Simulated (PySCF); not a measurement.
**Highest orbital energy against ionisation energy along group 13**

Calculated with PySCF 2.14, no spin-orbit coupling. Each cell gives −ε(HOMO) / ΔSCF in eV; NIST values include spin-orbit coupling, (s) semi-empirical, (t) theoretical.

| species | UHF | LDA | PBE | PBE0 | r2SCAN | NIST (lowest levels) |
| --- | --- | --- | --- | --- | --- | --- |
| B²⁺ (dyall-av2z, non-relativistic) | 37.808 / 37.803 | 32.355 / 37.884 | 32.648 / 38.264 | 34.043 / 38.207 | 32.873 / 37.845 | 37.931 |
| Al²⁺ (dyall-av2z, non-relativistic) | 28.055 / 28.035 | 24.556 / 28.798 | 24.450 / 28.800 | 25.461 / 28.667 | 24.647 / 28.358 | 28.448 |
| Ga²⁺ (dyall-av2z, non-relativistic) | 29.288 / 29.187 | 26.586 / 31.378 | 26.252 / 31.067 | 27.152 / 30.685 | 26.587 / 30.780 | 30.726 |
| In²⁺ (dyall-av2z, non-relativistic) | 25.681 / 25.562 | 23.513 / 27.767 | 23.125 / 27.384 | 23.924 / 27.044 | 23.322 / 27.033 | 28.044 |

Task: How far is −ε(HOMO) from ΔSCF on average for each method, and why?

Result: UHF 0.06 eV; LDA -4.70 eV; PBE -4.76 eV; PBE0 -3.51 eV; r2SCAN -4.15 eV. Hartree-Fock orbital energies lack relaxation and so exceed the ΔSCF value; semilocal functionals have convex E(N) from self-interaction, so their HOMO lies far too high; exact exchange moves hybrids part of the way back.
